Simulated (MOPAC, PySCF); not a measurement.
Isomers of CH4Si2. Gas-phase values, no solvent. Strings in code marks are SMILES.

Quantity: vertical ionisation energy (energy after one electron is removed minus that of the parent at the parent's geometry), in eV.

Level 1: B3LYP/6-31G* // B3LYP-D3(BJ)/def2-TZVP (PySCF)
Level 2: PBE/6-31G* // B3LYP-D3(BJ)/def2-TZVP (PySCF)
Level 3: minus the HOMO energy of HF/6-31G* // B3LYP-D3(BJ)/def2-TZVP (PySCF)
Level 4: minus the HOMO energy of PM6 // B3LYP-D3(BJ)/def2-TZVP (MOPAC)

```json
[
 {"species": "`[SiH2]=C=[SiH2]`", "level 1": "8.36", "level 2": "8.47", "level 3": "8.47", "level 4": "7.94"}
]
```
